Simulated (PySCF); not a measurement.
**Electronic structure of Co⁺ (cobalt, charge +1) at the UHF level**

Configuration: [Ar] 3d8, high-spin 3F determinant. Computed with PySCF 2.14 in pcseg-2, with the non-relativistic Hamiltonian (point nucleus).

- Total energy: -1381.109616 hartree
- One-electron energy: -1911.9423 hartree
- Hartree (Coulomb) energy: 588.8589 hartree
- Exchange energy: -58.0262 hartree
- Kinetic energy: 1382.80448 hartree
- ⟨S²⟩: 2.0051
- ⟨L²⟩: 12.030
- Sum of ⟨r⟩: 17.31 bohr
- Sum of ⟨r²⟩: 19.70 bohr²
- Density at the nucleus (Gaussians lack the cusp): 13200 bohr⁻³
- Spin density at the nucleus: -0.0283 bohr⁻³
- Langevin diamagnetic susceptibility: -15.6 ×10⁻⁶ cm³/mol
- Time after the integrals: 0.26 s of wall time on 1 thread of Neoverse-V2 (shared host)

```tsv
shell	electrons	mean orbital energy (eV)	spread (eV)	rms radius, mean of both spins (bohr)
1s α	1	-7702.7	0	0.0659
1s β	1	-7702.6	0	0.0659
2s α	1	-949.64	0	0.280
2s β	1	-947.80	0	0.280
2p α	3	-820.66	0	0.250
2p β	3	-818.84	0	0.250
3s α	1	-127.42	0	0.848
3s β	1	-122.53	0	0.848
3p α	3	-87.237	0	0.905
3p β	3	-81.328	0	0.905
3d α	5	-20.960	1.372	1.26
3d β	3	-18.516	0	1.26
```
